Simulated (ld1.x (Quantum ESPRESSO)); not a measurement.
**terbium (Tb) TM: all-electron and pseudo phase curves**

* Element: terbium
* Generator: ld1.x (Quantum ESPRESSO) 7.5
* Type: norm-conserving Troullier–Martins (Kleinman–Bylander form)
* Functional: LDA (PZ)
* Relativity: fully relativistic
* Frozen core: [Kr] 4d10 5s2
* Valence charge: 17
* Reference configuration: 4f9 5p6 5d0 6s1 6p0 (charge +1)
* Partial waves: 5p (bound): rc 1.85 bohr; 5d (bound, empty): rc 2.30 bohr; 4f (bound): rc 1.50 bohr; 6s (bound): rc 2.50 bohr
* Local potential: the s channel
* Core correction: none

Open shells are filled in proportion to 2j + 1 (rel_dist='average').

The phase is arctan(r·u′/u) with u = r·R(r), unwrapped; energies in Ry, scanned from -4 to 5 Ry. A pole is an energy at which the radial function vanishes at the test radius. The pseudo phase is shifted by a multiple of π to meet the all-electron one at the reference energy, and phase errors are pseudo minus all-electron; the curves can meet again beyond the range given. Levels narrower than the energy grid can be missing from the lists of poles.

Q: For each channel, where are the poles, and over which energies does the pseudopotential scatter like the atom?

A:

```tsv
channel	radius (bohr)	reference energy (Ry)	poles, all-electron	poles, pseudo	unbroken range about the reference energy with phases within 0.05 rad	phase error 1 Ry above the reference energy (rad)
s	2.70	-0.66	-3.88, 3.04	0.56, 4.66	-3.1 to -0.3	-0.463
p1/2	2.70	-2.54	-2.32, 4.25	-2.31	-2.7 to -1.2	+0.034
p3/2	2.70	-2.21	-1.92, 4.75	-1.90	-2.4 to -0.8	+0.031
d3/2	2.70	-0.54	0.51	0.63	below 1.3	+0.022
d5/2	2.70	-0.52	0.58	0.71	below 1.4	+0.021
f5/2	2.70	-0.74	-0.69, 3.70	-0.69	-0.8 to -0.5	+0.150
f7/2	2.70	-0.68	-0.63, 3.73	-0.63	-0.7 to -0.5	+0.159
```

Phases in the p3/2 channel:

```tsv
E (Ry)	all-electron	pseudo
-4.00	1.326	1.336
-3.52	1.284	1.298
-3.04	1.193	1.215
-2.56	0.706	0.762
-2.08	-1.452	-1.448
-1.60	-1.679	-1.660
-1.12	-1.768	-1.733
-0.64	-1.844	-1.784
-0.16	-1.942	-1.835
0.32	-2.109	-1.897
0.80	-2.493	-1.984
1.28	-3.393	-2.127
1.76	-4.109	-2.401
2.24	-4.386	-2.972
2.72	-4.515	-3.716
3.20	-4.589	-4.146
3.68	-4.639	-4.352
4.16	-4.676	-4.466
4.64	-4.706	-4.537
```
